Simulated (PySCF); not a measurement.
Structure problem from calculated spectra and properties.

Elements present: C, H, O and P. Monoisotopic mass: 160.0207 u.

* NMR, other nuclei: isotropic shieldings of nuclei other than C and H, by class: 12 (1 O), 378 (1 P), 488 (1 P) ppm [GIAO KT2/pcSseg-1]
* 1H NMR: chemical shifts (computed TMS as zero) by class: 7.55 (1 H), 6.56 (1 H), 6.48 (1 H), 3.00 (2 H), 1.40 (3 H), 1.09 (2 H) ppm [GIAO KT2/pcSseg-1]
* Triplet: lowest triplet excitation (Tamm–Dancoff): 3.78 eV [TDA B3LYP/def2-SVPD]
* Valence photoelectron: vertical ionisation energy: 7.99 eV [ΔSCF B3LYP/def2-SVPD]
* Rotational structure: rotational constants A, B, C: 1.548, 0.899, 0.643 GHz [PBE0-D3(BJ)/def2-SVP]
* 13C NMR: chemical shifts (computed TMS as zero) by class: 153.4 (1 C), 141.5 (1 C), 108.3 (1 C), 107.2 (1 C), 23.3 (1 C), 15.5 (1 C) ppm [GIAO KT2/pcSseg-1]
* Dipole: 2.09 D [B3LYP/def2-SVPD]

The electronic properties come from PySCF, for the isolated species, density fitting. Levels stand in brackets. Isolated species at its PBE0-D3(BJ)/def2-SVP geometry (one conformer only). Each NMR value is the plain mean over a class of atoms that symmetry, rotation or inversion makes alike.

Question: Which formula fits the mass and the elements?

Answer: C6H10OP2 (calculated 160.0207). No other formula that holds each of these elements comes within 0.0003 u with a fitting electron parity and a possible valence count.

Question: Propose a structure and show how it fits.

Answer: Numbering: `[CH3:1][P:2]([CH2:3][PH2:4])[c:5]1[cH:6][cH:7][cH:8][o:9]1`. 6 carbons fall into 6 classes; from least to most shielded: substituted aromatic carbon [C5] (153.4 ppm), aromatic CH next to a ring oxygen [C8] (141.5 ppm), aromatic CH carbon [C6] (108.3 ppm), aromatic CH carbon [C7] (107.2 ppm), chain sp3 carbon bound to phosphorus [C3] (23.3 ppm), chain sp3 carbon bound to phosphorus [C1] (15.5 ppm). Hydrogen classes from least to most shielded: 1 H on an aromatic CH next to a ring oxygen, C8 (7.55 ppm), 1 H on an aromatic CH carbon, C6 (6.56 ppm), 1 H on an aromatic CH carbon, C7 (6.48 ppm), 2 H on a phosphine phosphorus, P4 (3.00 ppm), 3 H on an sp3 carbon bound to phosphorus, C1 (1.40 ppm), 2 H on an sp3 carbon bound to phosphorus, C3 (1.09 ppm). The other shieldings belong to: 12 ppm, furan-type oxygen [O9]; 378 ppm, phosphine phosphorus [P2]; 488 ppm, phosphine phosphorus [P4]. The first electron is taken from the HOMO, whose largest Löwdin shares are 0.28 on a phosphine phosphorus, 0.16 on the substituted aromatic carbon, 0.15 on the aromatic CH next to a ring oxygen and 0.10 on an aromatic CH carbon. The optimised geometry has point group C1 and is an asymmetric top. Structure: `CP(CP)c1ccco1`. Computed isomers that give other values at the same levels: `PCCPc1ccoc1` (vertical ionisation energy: 8.16 eV). The assignments are read from this structure; whether some other isomer fits the data as well wasn't checked.

Shape of the structure used: `[CH3:1][P:2]([CH2:3][PH2:4])[c:5]1[cH:6][cH:7][cH:8][o:9]1`: C1–P2–C3–P4 -172°, C1–P2–C5–C6 9°, H–P4–C3–P2 -42°, H–P4–C3–P2 52°.
